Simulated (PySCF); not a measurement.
Electron correlation in Cl(2+) (chlorine, charge +2)

[Ne] 3s2 3p3, high-spin 4S determinant. All numbers are calculated (PySCF 2.14, the non-relativistic Hamiltonian (point nucleus), in aug-cc-pV(D+d)Z (5s4p3d, 32 functions)). Frozen: [Ne]; 5 electrons correlated.

MP2 pair energies summed by pair of shells (mhartree):

```json
{"pair": "3s-3p", "energy": "-49.06", "share (%)": "65.5"}
{"pair": "3p-3p", "energy": "-18.38", "share (%)": "24.5"}
{"pair": "3s-3s", "energy": "-7.44", "share (%)": "9.9"}
```

Total MP2 correlation energy: -74.88 mhartree.

Same-spin part -19.88 and opposite-spin part -55.00 mhartree; SCS-MP2 scales them by 1/3 and 6/5 to -72.63 mhartree.
